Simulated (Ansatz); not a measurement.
CH6ClFSi2, SMILES `C[Si](F)([SiH3])Cl`, 11 atoms. Charge 0, multiplicity 1. All runs use 4 threads of an Intel Xeon Platinum 8375C on a shared host. Correlated methods freeze the cores.

(1) How many basis functions does each run have, and how long does it take in Ansatz? RKS B97M-V/def2-TZVPP energy; RKS ωB97M-V/def2-QZVPP energy; RKS r2SCANh-D4/def2-TZVPP energy; direct RPA on PBE orbitals/def2-TZVPP energy; RKS BLYP-D4/def2-TZVPP energy; RHF-CCSD(T)/def2-TZVPP energy; RKS PBE0-D4/def2-TZVP frequencies; RHF-MP2/def2-QZVPP energy; RKS PBE0-D4/def2-SVP energy; RHF-CCSD(T)/def2-SVP energy; RKS ωB97M-V/def2-SVP energy; RKS SPW92 (LDA)/def2-TZVPP energy. (Estimate.)

## Answers

(1) The calculation gave: Other jobs shared the machine, so times are rough.

```tsv
level	job	functions	wall time	peak host memory (GiB)
RKS PBE0-D4/def2-SVP	energy	112	1.1 s	0.51
RKS BLYP-D4/def2-TZVPP	energy	272	3 s	0.42
RKS SPW92 (LDA)/def2-TZVPP	energy	272	4.2 s	0.41
RKS ωB97M-V/def2-SVP	energy	112	4.6 s	0.51
RHF-CCSD(T)/def2-SVP	energy	112	4.8 s	0.51
direct RPA on PBE orbitals/def2-TZVPP	energy	272	7.5 s	0.66
RKS r2SCANh-D4/def2-TZVPP	energy	272	8 s	0.85
RKS B97M-V/def2-TZVPP	energy	272	9.5 s	0.51
RKS ωB97M-V/def2-QZVPP	energy	504	19 s	2.6
RHF-MP2/def2-QZVPP	energy	504	32 s	3.2
RHF-CCSD(T)/def2-TZVPP	energy	272	2.3 min	6.7
RKS PBE0-D4/def2-TZVP	frequencies	209	3 min	0.66
```
